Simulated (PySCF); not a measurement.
# Reading the logs of faulty runs: Cl2FSi cation

Calculated results; nothing here was measured. They come from PySCF 2.14.0, an open-source quantum chemistry program, on an isolated molecule that a program drew, which may never have been made. The molecule is Cl2FSi cation (charge +1, singlet), drawn as the SMILES string `F[Si+](Cl)Cl`.

Each row is a Hartree-Fock (HF) and frozen-core CCSD(T) single point in the cc-pV(D+d)Z basis, meant for a local HF minimum. Run 1 is clean. Each other run has one planted mistake out of seven kinds, and not every kind appears here: one electron removed, one electron added, multiplicity raised by two, geometry at a saddle point, minimal basis STO-3G, one bond length entered in bohr, all coordinates scaled. The reference is restricted for singlets and unrestricted otherwise, and also for a bond in bohr. Adding or removing an electron swaps singlet and doublet. Electrons count all cores. HOMO and LUMO are orbital energies over both spins, the gradient is its largest component, and the lowest frequency (negative if imaginary) is given only where the gradient is small. Bond lengths are over the 3 bonds as drawn. T1 is the CCSD diagnostic: over 0.02 (restricted) or 0.045 (unrestricted) a single reference is doubtful.

Geometry of the clean run:
```xyz
4
Cl2FSi cation, angstrom
F    -3.4385   -2.7584    0.2696
Si   -2.3723   -1.6426    0.1788
Cl   -2.8322   -0.0429   -0.8010
Cl   -0.6780   -1.9507    1.0536
```

```
run,electrons,basis functions,<S^2>,HOMO (eV),LUMO (eV),gradient (hartree/bohr),lowest frequency (cm^-1),mean bond (Å),longest bond (Å),T1,HF (hartree),CCSD(T) (hartree),mistake
1,56,83,0.000,-19.73,-4.90,2.3e-06,202,1.8030,1.931,0.0135,-1307.21646,-1307.79708,no fault
2,56,83,0.000,-19.56,-5.96,5.9e-02,-,1.9418,2.080,0.0171,-1307.18592,-1307.77787,all coordinates scaled
3,55,83,0.760,-25.45,-16.98,1.1e-01,-,1.8030,1.931,0.0618,-1306.53867,-1307.10946,one electron removed
4,56,83,2.011,-13.04,-10.47,1.5e-01,-,1.8030,1.931,0.0693,-1306.98194,-1307.55031,?
```

**Which mistake was planted in run 4, and what did it cost?**

Electrons, basis and geometry are unchanged, and <S^2> is 2.011, beside S(S+1) = 2.00 for a multiplicity of 3. So the mistake is: multiplicity raised by two. Subtracting run 1 and multiplying by 627.51 kcal/mol a hartree, the energy moved by 147.2 kcal/mol in HF and 154.9 kcal/mol in CCSD(T).

Cautions from the logs. Run 3: T1 is over the limit, so its CCSD(T) energy is less reliable; run 4: T1 is over the limit, so its CCSD(T) energy is less reliable.
